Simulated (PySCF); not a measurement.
Telling isomers of C8H9FO2 apart by NMR

All values are calculated (PySCF 2.14.0 with density-fitted response routines): GFN2-xTB structure, GIAO PBE0/pcSseg-1 shieldings. One computed conformer, one averaged value for each set of equivalent atoms, relativity neglected, gas phase.

Shifts are taken against calculated references (same method and geometry level): ¹H (31.72 ppm), ¹³C (186.93 ppm) against TMS. Splittings of carbon signals by F and P are missing where no couplings were computed. Where no couplings were computed, multiplicities follow the n + 1 count of equivalent neighbours, and m marks all less simple cases (inequivalent or close neighbours, rings, F or P nearby). Shifts are as computed. Against solution values, carbons near 30 ppm lie about +3 ppm off and those near 130 ppm about +5 ppm. Of 1211 compounds with measured shifts, 218 miss one by over three times the rms of a fit or turn the order of signals round; such compounds aren't used in these exercises.

(1) Tabulate the signals of `C=C/C(=C\F)C(=C)OC(C)=O`, `CC#CCCOC(=O)/C=C/F`, `O=CO[C@@]12C=C(F)[C@@H](CC1)C2`, `COC(=O)[C@@H]1[C@H]2C=CC[C@]21F` and their relative energies.

(2) What is the quickest way to tell C=C/C(=C\F)C(=C)OC(C)=O from COC(=O)[C@@H]1[C@H]2C=CC[C@]21F?

(3) What is the quickest way to tell CC#CCCOC(=O)/C=C/F from COC(=O)[C@@H]1[C@H]2C=CC[C@]21F?

(4) What is the quickest way to tell O=CO[C@@]12C=C(F)[C@@H](CC1)C2 from COC(=O)[C@@H]1[C@H]2C=CC[C@]21F?

Answers

(1) 
```json
{"SMILES": "C=C/C(=C\\F)C(=C)OC(C)=O", "carbon types": "3×C 2×CH 2×CH2 1×CH3", "δC": "172.6, 161.2, 159.2, 136.3, 131.0, 120.9, 107.4, 23.3", "δH": "7.08 (m, 1H), 7.02 (m, 1H), 5.52 (m, 1H), 5.43 (m, 1H), 5.06 (m, 1H), 5.00 (m, 1H), 2.07 (s, 3H)", "E rel. (kcal/mol)": "22.0"}
{"SMILES": "CC#CCCOC(=O)/C=C/F", "carbon types": "3×C 2×CH 2×CH2 1×CH3", "δC": "176.8, 172.0, 112.0, 85.0, 80.0, 66.6, 21.3, 4.6", "δH": "7.96 (m, 1H), 5.83 (m, 1H), 4.40 (t, 2H), 2.69 (t, 2H), 1.97 (s, 3H)", "E rel. (kcal/mol)": "30.6"}
{"SMILES": "O=CO[C@@]12C=C(F)[C@@H](CC1)C2", "carbon types": "2×C 3×CH 3×CH2", "δC": "180.0, 165.3, 114.8, 91.7, 56.0, 44.0, 30.1, 29.6", "δH": "8.12 (s, 1H), 5.47 (m, 1H), 3.12 (m, 1H), 2.74 (m, 1H), 2.59 (m, 1H), 2.14 (m, 1H), 1.67 (m, 1H), 1.58 (m, 1H), 1.38 (m, 1H)", "E rel. (kcal/mol)": "0.0"}
{"SMILES": "COC(=O)[C@@H]1[C@H]2C=CC[C@]21F", "carbon types": "2×C 4×CH 1×CH2 1×CH3", "δC": "175.0, 141.5, 137.6, 92.1, 52.4, 45.5, 41.0, 39.8", "δH": "6.24 (m, 1H), 5.71 (m, 1H), 4.04 (s, 3H), 3.25 (m, 1H), 3.03 (m, 1H), 2.87 (m, 1H), 1.17 (m, 1H)", "E rel. (kcal/mol)": "8.0"}
```

Energies are electronic energies at PBE0/pcSseg-1 on these geometries, without zero-point or thermal terms, each for the one conformer computed, which needn't be the lowest.

(2) Both give the same number of carbon signals, but DEPT or the intensities differ. The first has a terminal =CH2 carbon at 120.9 ppm, the second an allylic sp3 CH2 at 45.5 ppm. Their most deshielded carbons lie at 172.6 and 175.0 ppm. In the proton spectra the most deshielded non-exchanging signals are 7.08 (m, 1H) and 6.24 (m, 1H).

(3) Both give the same number of carbon signals, but DEPT or the intensities differ. The first has a propargylic methyl carbon (CH3) at 4.6 ppm, the second a three-membered-ring carbon (CH) at 41.0 ppm. Their most deshielded carbons lie at 176.8 and 175.0 ppm. In the proton spectra the most deshielded non-exchanging signals are 7.96 (m, 1H) and 6.24 (m, 1H).

(4) Both give the same number of carbon signals, but DEPT or the intensities differ. The first has an ester carbonyl carbon (CH) at 165.3 ppm, the second a methyl carbon bonded to O (CH3) at 52.4 ppm. Their most deshielded carbons lie at 180.0 and 175.0 ppm. In the proton spectra the most deshielded non-exchanging signals are 8.12 (s, 1H) and 6.24 (m, 1H).
